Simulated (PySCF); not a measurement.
Perfluoroethane, C2F6.
InChI=1S/C2F6/c3-1(4,5)2(6,7)8

The calculation used PySCF 2.14.0, PBE0-D3(BJ)/def2-SVP geometry optimisation, gas phase.

Masses are those of the commonest isotopes; rigid-rotor values at the optimised geometry. 

Give the principal moments of inertia and the rotational constants in cm⁻¹.

Ia = 176.95, Ib = 271.91, Ic = 271.98 u·Å²; 505379 MHz·u·Å²/I gives 2856, 1859 and 1858 MHz, that is A = 0.09527, B = 0.06200, C = 0.06198 cm⁻¹.

Classify the top.

A prolate symmetric top, as the point group D3d requires two equal moments; Ray's κ = -0.999.

The point group D3d allows no dipole (computed: 0.00 D), so a rigid rotor has no electric-dipole lines.

Estimate the classical rotational partition function at 25 K, 100 K and 200 K.

Point group D3d, symmetry number σ = 6; q = (√π/σ)·√((kT/h)³/(ABC)), k/h = 20836.6 MHz/K: 1120 at 25 K, 8950 at 100 K, 25300 at 200 K.

No PBE0-D3(BJ)/def2-SVP frequencies stand behind this structure, so it isn't proved a minimum. Constants of a rigid frame at the computed geometry: no zero-point averaging, no centrifugal distortion.

Time: 56 s of wall time; peak memory 0.47 GiB. Hardware: an Arm Neoverse N1 with one thread, shared host. This is the geometry optimisation.

Conformer computed: `[F:1][C:2]([F:3])([F:4])[C:5]([F:6])([F:7])[F:8]`: F1–C2–C5–F6 -61°.
